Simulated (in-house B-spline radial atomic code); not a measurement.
# The molybdenum ion Mo²⁺: [Ar] 3d10 4s2 (4p1/2)1 (4p3/2)4 4d5 (with a hole in an inner shell)

Method: Dirac-Kohn-Sham PBE, spherical fractional occupations, Fermi nucleus of rms radius 4.4091 fm. Calculated with a radial B-spline atomic code at the basis-set limit.

Z_r = [3n² - l(l+1)]/(2<r>); Z_e = n√(-2ε); the last column is Slater's effective charge. Values are occupation-weighted means over j. An effective charge above Z reflects the relativistic contraction of the inner shells.

```tsv
shell	electrons	ε (eV)	<r> (bohr)	Z_r	Z_e	Slater
1s	2	-19835	0.03517	42.66	38.18	41.70
2s	2	-2819.7	0.1534	39.12	28.79	37.85
2p	6	-2524.7	0.1338	37.37	27.24	37.85
3s	2	-498.04	0.4286	31.50	18.15	30.75
3p	6	-401.11	0.4302	29.06	16.29	30.75
3d	10	-242.59	0.415	25.30	12.67	20.85
4s	2	-84.653	1.098	21.85	9.98	14.60
4p	5	-58.159	1.221	18.83	8.27	14.60
4d	5	-21.959	1.683	12.48	5.08	5.60
```

The least bound orbital is 4d5/2 at -21.85 eV, and it is also the most diffuse (<r> = 1.688 bohr).

For the 1s electron the small component carries 2.35 % of the norm, the zero-frequency Breit interaction raises the level by 38.67 eV, self-energy by 21.17 eV, and vacuum polarisation lowers it by 2.446 eV.
